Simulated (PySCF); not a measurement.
WO2(OH)2, optimised at PBE/def2-SVP:

```xyz
7

O     -0.2116     0.6964    -1.3559
W     -0.0557    -0.0781     0.1795
O      0.2591    -1.7523    -0.1035
O      1.4072     0.7043     1.1089
O     -1.6845     0.0784     1.1483
H      2.1707     0.2199     1.4721
H     -2.4562     0.6073     0.8758
```

Method: PySCF energies (xtb for GFN2) plus ideal-gas RRHO corrections (1 bar). All species are closed-shell singlets. W: scalar-relativistic def2 core potential, no spin-orbit coupling. Warning, point group unlike the PBE0 one: WO2(OH)2 (GFN2-xTB).

**Question.** List the harmonic frequencies (cm⁻¹, unscaled) at this level and at the other levels, each on its own geometry.

**Answer.** 
- PBE/def2-SVP: 165, 194, 198, 230, 246, 258, 346, 558, 565, 713, 723, 961, 990, 3753, 3757
- GFN2-xTB: 145, 172, 172, 173, 270, 280, 297, 397, 404, 476, 485, 805, 816, 3510, 3512
- PBE0/def2-TZVP: 204, 221, 225, 257, 268, 289, 364, 609, 627, 742, 745, 1011, 1056, 3903, 3907
